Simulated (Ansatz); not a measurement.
Consider the ligand exchange at the Si–C bond: `N[SiH2]C(F)[SiH3]` + `BN[SiH2]F` → `BN([SiH3])[SiH2]F` + `N[SiH2]CF`.

Computed with Ansatz on PBE0-D4/def2-TZVP structures; ΔE is electronic, products minus reactants. CCSD(T)/CBS adds triple-zeta CCSD(T) − MP2 to the extrapolated MP2 energy (def2 sets, frozen cores). DFT in def2-TZVPP. B3LYP here is the variant with VWN-RPA as its local correlation; programs differ in this. One conformer a species, not always the lowest.

```csv
level,ΔE (kJ/mol),difference from CCSD(T)/CBS
PBE-D4,-36.3,13.7
r2SCAN-D4,-43.5,6.5
PBE0-D4,-42.1,7.9
B3LYP-D4,-45.8,4.2
ωB97X-V,-46.5,3.5
ωB97M-V,-46.0,4.0
B2PLYP,-48.6,1.4
PBE,-35.5,14.5
r2SCAN,-43.5,6.5
PBE0,-41.6,8.4
B3LYP,-44.4,5.6
HF/def2-TZVPP,-59.8,-9.8
MP2/def2-TZVPP,-54.2,-4.2
SCS-MP2/def2-TZVPP,-55.4,-5.4
CCSD/def2-TZVPP,-52.1,-2.1
CCSD(T)/def2-TZVPP,-50.6,-0.6
HF/def2-QZVPP,-61.1,-11.1
MP2/def2-QZVPP,-54.3,-4.3
SCS-MP2/def2-QZVPP,-55.5,-5.5
HF/CBS(def2),-61.2,-11.2
MP2/CBS(def2),-53.6,-3.6
CCSD/CBS(def2),-51.5,-1.5
CCSD(T)/CBS,-50.0,0
```

Largest T1 diagnostic among the species: 0.012.

From PBE to PBE0 (25 % exact exchange), in def2-TZVPP and without D4, ΔE moves by −6.1 kJ/mol. In def2-TZVPP, CCSD(T) changes the Hartree–Fock value by +9.2 kJ/mol (the triples alone add +1.5 kJ/mol) and MP2 by +5.6 kJ/mol.
